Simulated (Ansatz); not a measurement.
Al(F)(Me)(OSiH3) (CH6AlFOSi), SMILES [CH3][Al]([F])[O][SiH3].

The structure is a stationary point at PBE0-D3(BJ)/def2-SVP. One conformer was computed; it need not be the lowest.

Two levels are set side by side: PBE/def2-SVPD (Ansatz, an electronic-structure program) and CAM-B3LYP/def2-SVPD (Ansatz). Energy differences of separate SCF runs at the same geometry; the states with an electron removed or added have multiplicity 2 and 2. Differences are taken from unrounded values.

```csv
quantity,PBE
vertical ionisation energy (eV),10.10
vertical singlet–triplet gap (eV),5.84
```

Problem. These are the PBE values. What does CAM-B3LYP give? (The exact figures need the calculation; the answer reports its results.)

Solution. 
| quantity | CAM-B3LYP | PBE minus CAM-B3LYP |
|---|---|---|
| vertical ionisation energy (eV) | 11.02 | -0.92 |
| vertical singlet–triplet gap (eV) | 6.94 | -1.10 |
